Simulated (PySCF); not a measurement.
A GIAO shielding run with PySCF 2.14.0 with density-fitted response routines (density fitting, non-relativistic, gas phase) on SMILES C=C(CC)[SiH2]OC(C)=S, C$_{6}$H$_{12}$OSSi:

```
$ OMP_NUM_THREADS=1 python probes_run.py task.json out

{"job": {"kind": "nmr", "xc": "PBE0", "basis": "pcSseg-1"}, "charge": 0, "multiplicity": 1}
C     -0.951334     1.264601    -0.437205
C     -1.036938     0.022564     0.021985
C     -2.336015    -0.701439     0.238454
C     -3.599526     0.074349    -0.110619
Si     0.459708    -1.021971     0.468456
O      1.720490     0.018267     0.173583
C      2.987631    -0.268041     0.344655
C      3.936747     0.832662     0.004644
S      3.479882    -1.717132     0.895108
H      0.005492     1.739405    -0.574460
H     -1.812441     1.859738    -0.693871
H     -2.304520    -1.624378    -0.346962
H     -2.376596    -1.005765     1.287945
H     -4.475290    -0.541162     0.082504
H     -3.676945     0.976175     0.491871
H     -3.603018     0.351882    -1.161945
H      0.479455    -1.396966     1.880773
H      0.608687    -2.190903    -0.396775
H      4.959809     0.470116     0.028682
H      3.701387     1.231494    -0.981531
H      3.824415     1.643447     0.725279
```

Hardware: 1 thread of an Arm Neoverse N1, shared host. The job also computes population analyses, field gradients.

Problem. How large is the calculation?

Solution. 86 electrons, 227 basis functions and 1221 auxiliary functions.

Problem. How long does it take, and how much memory does it need?

Solution. 84 s of wall time, with 14 SCF cycles and 5 response iterations; peak memory 1.1 GiB. Times on a shared host scatter by some tens of per cent.
